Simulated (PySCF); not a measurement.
A run for PySCF: U-HF/LANL2DZ on CdH4Si (SMILES [SiH3][CdH]), a point of a bond scan (R = 3.908 Å).

```python
from pyscf import gto, scf, dft, mp
from pyscf.data.elements import chemcore

mol = gto.M(
    atom='''
    Cd   -0.56643322   -0.31054170   -0.07977578
    H    -3.96782357   -2.17532206   -0.55882355
    Si    1.63488208    0.89630877    0.23025485
    H     2.24913649    0.59379975    1.54999129
    H     1.47089364    2.37203423    0.15366084
    H     2.62571392    0.51316070   -0.80992508
    ''',
    basis='lanl2dz',
    ecp={'Cd': 'lanl2dz', 'Si': 'lanl2dz'},
    charge=0, spin=0, verbose=3, max_memory=1800)
mf = scf.UHF(mol)
mf.conv_tol = 1e-8
mf.max_cycle = 100
mf.init_guess_breaksym = True
mf.kernel()
if not mf.converged:
    mf = mf.newton().run(mf.mo_coeff, mf.mo_occ)
for _ in range(4):
    mo, _, stable, _ = mf.stability(return_status=True)
    if stable:
        break
    mf.kernel(mf.make_rdm1(mo, mf.mo_occ))
```

Program output:

```
converged SCF energy = -52.4265970492875  <S^2> = 1.6636115e-10  2S+1 = 1
<class 'pyscf.scf.uhf.UHF'> wavefunction has an internal instability
converged SCF energy = -52.5148734382435  <S^2> = 0.98884659  2S+1 = 2.2260697
<class 'pyscf.scf.uhf.UHF'> wavefunction is stable in the internal stability analysis
```

Self-consistency was reached. Its determinant has ⟨S²⟩ = 0.99, a mixture of spin states.

Cost: roughly 0.9 core-seconds.
